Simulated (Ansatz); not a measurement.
Computed with Ansatz on PBE0-D4/def2-TZVP structures; ΔE is electronic, products minus reactants. CCSD(T)/CBS is the MP2 limit (def2-TZVPP, def2-QZVPP) plus CCSD(T) − MP2 in def2-TZVPP, frozen cores. Each species was taken in one conformer, which may not be the lowest.

`C[SiH](C)[AlH][NH2]` → `[CH3][AlH][NH]C[SiH3]`  (isomerisation)

```
                species  CCSD(T)/def2-TZVPP energy (Eh)
  `C[SiH](C)[AlH][NH2]`                      -667.85858
`[CH3][AlH][NH]C[SiH3]`                      -667.82501
```

Task: Work out ΔE.

Result: ΔE = (-667.82501) − (-667.85858) = 0.03357 Eh = +88.1 kJ/mol. CCSD(T)/CBS gives +90.9 kJ/mol.

Largest T1 diagnostic among the species: 0.012.

In def2-TZVPP, CCSD(T) changes the Hartree–Fock value by +7.4 kJ/mol (the triples alone add +0.5 kJ/mol) and MP2 by +6.2 kJ/mol.
